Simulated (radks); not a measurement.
The chlorine ion Cl3+, 14 electrons, occupied as [Ne] 3s2 3p1 6p1 (not the ground configuration).

Method: scalar-relativistic Kohn-Sham, PBEsol, spin-polarised, spherical densities, point nucleus; open shells are filled with parallel spins first; computed with a radial shooting solver on a logarithmic mesh with Libxc functionals.

Energy parts (hartree):
part                       energy
total                  -456.30976
kinetic                 458.42071
electron-nucleus      -1060.77772
Hartree                 171.74993
exchange-correlation    -25.70268

Orbitals (lengths in bohr, moments of r in powers of bohr; <r^-3> diverges for s and p1/2; r(max) is where P^2 peaks):
1s up: occ. 1; eigenvalue (hartree) -103.2483; r(max) 0.05953
1s down: occ. 1; eigenvalue (hartree) -103.2383; r(max) 0.05953
2s up: occ. 1; eigenvalue (hartree) -11.47246; r(max) 0.3615
2s down: occ. 1; eigenvalue (hartree) -11.46237; r(max) 0.3616
2p up: occ. 3; eigenvalue (hartree) -9.25176; <r^-3> 103.2; r(max) 0.3008
2p down: occ. 3; eigenvalue (hartree) -9.23808; <r^-3> 103.2; r(max) 0.3009
3s up: occ. 1; eigenvalue (hartree) -2.60792; r(max) 1.206
3s down: occ. 1; eigenvalue (hartree) -2.53454; r(max) 1.204
3p up: occ. 1; eigenvalue (hartree) -2.08553; <r^-3> 12.54; r(max) 1.271
3p down: occ. 0; eigenvalue (hartree) -2.01405; <r^-3> 12.51; r(max) 1.270
6p up: occ. 1; eigenvalue (hartree) -0.28533; <r^-3> 0.6478; r(max) 10.25

The highest occupied level is 6p up at -7.764 eV. The configuration is held as typed, so some empty levels lie below it. The density falls to 0.001 e/bohr^3 at r = 2.92 bohr. Spin moment in Bohr magnetons: 2. Summed over all electrons, <r^2> = 108.4 bohr^2, which gives a Langevin (diamagnetic) susceptibility term of -85.9 x 10^-6 cm^3/mol.
